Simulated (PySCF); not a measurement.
# Tl (thallium, neutral): PBE calculation

Configuration: [Xe] 4f14 5d10 6s2 6p1, 2P determinant. Computed with PySCF 2.14 in aug-cc-pVTZ-PP with one added diffuse shell each of d, f type with ECP60MDF (6s5p5d3f, 67 functions), with scalar relativity through the core potential.

| Item | Value |
| --- | --- |
| Total energy | -172.5348 hartree |
| One-electron energy | -301.3946 hartree |
| Hartree (Coulomb) energy | 143.8073 hartree |
| Exchange-correlation energy | -14.9475 hartree |
| ⟨S²⟩ | 0.7511 |
| ⟨L²⟩ | 2.005 |
| Sum of ⟨r⟩ | 30.94 bohr |
| Sum of ⟨r²⟩ | 63.29 bohr² |
| Traceless quadrupole moment −½Σ⟨3z² − r²⟩ along its main axis | -7.00 e·bohr² |

```
shell  electrons  mean orbital energy (eV)  spread (eV)  rms radius, mean of both spins (bohr)
 5s α          1                   -131.56            0                                  0.943
 5s β          1                   -131.54            0                                  0.943
 5p α          3                   -77.412        0.285                                   1.08
 5p β          3                   -77.399        0.333                                   1.08
 5d α          5                   -15.579        0.335                                   1.52
 5d β          5                   -15.497        0.445                                   1.52
 6s α          1                    -9.651            0                                   2.65
 6s β          1                    -9.214            0                                   2.65
 6p α          1                    -2.686            0                                   4.16
```

Energies and moments cover only the electrons outside the core potential. Spin-orbit coupling, absent here, splits the open shell strongly.
